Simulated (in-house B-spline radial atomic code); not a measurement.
Ionisation energies along the 27-electron series, configuration 1s2 2s2 2p6 3s2 3p6 3d3/2(4) 3d5/2(5), as differences of self-consistent energies. Dirac energy differences include first-order Breit, QED and recoil terms. NIST's values go from ground level to ground level; the uncertainty of those that are theory runs from under 0.1 % in few-electron ions to several per cent in heavy many-electron ones. Computed with an all-electron radial atomic-structure program (B-spline basis): Dirac-Hartree-Fock, jj configuration that fills j = l - 1/2 first, finite nuclei.

A number in brackets counts the electrons of a j subshell.

```csv
ion,configuration after,ionisation energy (eV),IE/(q+1)² (eV),-ε less Coulomb ΔSCF (eV),Breit and QED recoil part (eV),tabulated value (eV),tabulated kind,computed minus tabulated (eV)
Ni+,[Ar] 3d3/2(4) 3d5/2(4),16.4,4.1122,4.1073,0.014728,18.16884,measured,-1.7
Cu2+,[Ar] 3d3/2(4) 3d5/2(4),35.6,3.9598,3.8673,0.019007,36.841,measured,-1.2
Zn3+,[Ar] 3d3/2(4) 3d5/2(4),58.8,3.6739,3.7429,0.021627,59.573,measured,-0.8
Ga4+,[Ar] 3d3/2(4) 3d5/2(4),85.6,3.4224,3.6736,0.022651,86.01,semi-empirical,-0.5
Ge5+,[Ar] 3d3/2(4) 3d5/2(4),115.8,3.2163,3.6327,0.022116,115.9,semi-empirical,-0.1
As6+,[Ar] 3d3/2(4) 3d5/2(4),149.4,3.048,3.6076,0.020001,147,tabulated theory,2.4
Se7+,[Ar] 3d3/2(4) 3d5/2(4),186.2,2.9091,3.5917,0.016235,184,tabulated theory,2.2
Br8+,[Ar] 3d3/2(4) 3d5/2(4),226.2,2.7929,3.5815,0.010746,224,tabulated theory,2.2
Kr9+,[Ar] 3d3/2(4) 3d5/2(4),269.4,2.6945,3.5748,0.0034357,268,tabulated theory,1.4
Rb10+,[Ar] 3d3/2(4) 3d5/2(4),315.8,2.6101,3.5706,-0.0057968,313.1,tabulated theory,2.7
```

How far is this level of theory from the measured and semi-empirical values?

Over those 5 rows the differences run from -1.72 to -0.114 eV (mean absolute value 0.86 eV). The calculation leaves out correlation and, in open shells, the multiplet splittings that an average leaves out.
